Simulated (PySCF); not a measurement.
**Basis and Hamiltonian dependence of the excitation energy of Zr⁺**

Zr⁺ [Kr] 4d2 5s1 (4F) → Zr⁺ [Kr] 4d3 (4F). Calculated with PySCF 2.14 from differences of total energies of unrestricted determinants, without spin-orbit coupling. Values in eV.

| basis | Hamiltonian | functions | UHF | PBE | PBE0 | MP2 (valence) | CCSD(T) (valence) | CCSD(T) (valence and next inner shell) |
| --- | --- | --- | --- | --- | --- | --- | --- | --- |
| aug-cc-pwCVDZ-PP with ECP28MDF | ECP | 70 | 0.469 | 0.284 | 0.218 | 0.379 | 0.365 | 0.517 |
| x2c-TZVPPall | spin-free X2C | 79 | 0.475 | 0.188 | 0.143 | 0.379 | 0.361 | 0.429 |
| def2-QZVPPD with the def2 core potential (28 electrons) | ECP | 81 | 0.495 | 0.323 | 0.253 | 0.397 | 0.384 | 0.444 |
| x2c-QZVPPall | spin-free X2C | 111 | 0.487 | 0.214 | 0.166 | 0.389 | 0.374 | n/a |
| dyall-av2z | non-relativistic | 136 | -0.053 | -0.340 | -0.391 | -0.134 | n/a | n/a |

Frozen in the all-electron rows: valence: [Kr]; valence and next inner shell: [Ar] 3d10; with a core potential, the same shells as far as they lie outside it.

Non-relativistic rows lack the scalar-relativistic shift.

Reference for a calculation without spin-orbit coupling: 0.312 eV (measured, between term centres; NIST).
